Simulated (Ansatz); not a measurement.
A run for Ansatz (a program for electronic structure): U-B2PLYP/def2-TZVPP on LiSi-, 2S+1 = 3, a spin state set in the input, which need not be the lowest, a point of a bond scan (R = 2.586 Å). Charge -1.

Ansatz 0.2 input:
```yaml
crystal:
  periodic: [false, false, false]
  atoms:
    - {symbol: Li, position_ang: [0.00000000, 0.00000000, 0.00000000]}
    - {symbol: Si, position_ang: [0.00000000, 0.00000000, 2.58626100]}
basis:
  gaussian:
    orbitals: def2-TZVPP
    pivot_positions_ang: [[0.00000000, 0.00000000, 0.00000000], [0.00000000, 0.00000000, 2.58626100]]
hamiltonian:
  xc: {name: B2PLYP}
total_charge: -1
magnetization: {spin_polarized: true, initial_magnetization: 2}
correlation: {electrons: valence}
output: {orbitals: {seedname: ./end}}
```

It printed:

```
WARN ansatz: RAYON_NUM_THREADS=2 ignored (pool sized by the plan → 2); use --threads N
Functional definition: B2PLYP
integrals: 0.02 GiB planned
444 factors; integrals over basis functions are off by at most 4.1e-4 eV
mean field: 0.16 GiB planned
mean field evaluation 1: about -8074.2572 eV, gradient 8.5e0 eV
mean field evaluation 2: about -8074.2814 eV, gradient 8.4e0 eV
mean field evaluation 4: about -8075.4850 eV, gradient 1.3e0 eV
mean field evaluation 8: about -8075.7281 eV, gradient 4.8e-1 eV
mean field evaluation 16: about -8075.7454 eV, gradient 5.8e-3 eV
mean field evaluation 32: about -8075.7294 eV, gradient 3.7e-1 eV
mean field evaluation 64: about -8074.6397 eV, gradient 4.5e0 eV
mean field evaluation 96: about -8075.4420 eV, gradient 7.3e-2 eV
mean field -8075.74543216 eV, -296.7781706949 hartree, gradient 4.3e-6 eV, S^2 2.810205; 6 other end points of the search recorded, 0 dependent functions left out
5 core orbitals not correlated
reference -8075.74554053 eV, -296.7781746774 hartree; 5, 3 occupied and 51, 53 virtual orbitals, 444 factors
second order -3.79258863 eV of doubles, -0.00000000 eV of singles
Total energy: -8076.76953946 eV, -296.8158059441 hartree
```

Self-consistency was reached. Its determinant has ⟨S²⟩ = 2.81, a mixture of spin states.

Cost: around 2.9 core-seconds (rough).
